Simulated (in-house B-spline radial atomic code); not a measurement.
The numbers below are computed, except where a source is named.
# S in an electron gas of r_s = 3.3: phase shifts, screening and friction

A nucleus sits in a uniform electron gas with a rigid positive background. The Kohn-Sham equations are solved self-consistently in the spin-unpolarised LDA (PW92), non-relativistic, on B-splines with outgoing waves at the boundary and partial waves to l = 8. The model has no lattice, no bands and no magnetic solution. Atomic units; δ_l are the phase shifts at the Fermi level, counted so that each bound state adds π, and good to about 0.0005.

The density parameter is r_s = 3.3 bohr.

| l | δ_l (rad) |
| --- | --- |
| 0 | 8.1591 |
| 1 | 5.4717 |
| 2 | 0.0967 |
| 3 | 0.0110 |
| 4 | 0.0002 |
| 5 | 0.0002 |
| 6 | 0.0001 |
| 7 | 0.0002 |
| 8 | 0.0002 |

Bound levels below the band bottom (hartree): s -87.39, s -7.324, p -5.373, s -0.3223.

(1) Check the Friedel sum rule, and say where the screening charge sits.

(2) Find the transport cross section and the electronic stopping of a 5 keV S ion (mass 32.06 u).

Answers

(1) k_F = (9π/4)^(1/3)/r_s = 0.58156. The rule is Z = (2/π) Σ (2l + 1) δ_l. The terms are s 5.194, p 10.450, d 0.308, f 0.049 and 0.007 beyond, in all 16.009 against Z = 16. Bound states hold 6 s, 6 p, 0 d electrons, so the scattering states carry 4.01 in all; where a term is smaller than its bound count, the bound level has drawn weight out of the band.

(2) σ_tr = (4π/k_F²) Σ (l + 1) sin²(δ_l − δ_(l+1)). The terms for l = 0 to 3 are 0.1925, 1.2431, 0.0220, 0.0005, all together 1.4580, so σ_tr = 37.155 × 1.4580 = 54.174 bohr². With n = 3/(4π r_s³) = 0.006643, the friction coefficient is Q = n k_F σ_tr = 0.2093. For v well below v_F = 0.582, dE/dx = Q v; with 24801 eV per u at v = 1, v = √(5000/(24801 × 32.06)) = 0.0793, so dE/dx = 0.01660 hartree/bohr = 8.53 eV/nm. The largest term couples the p and d waves.
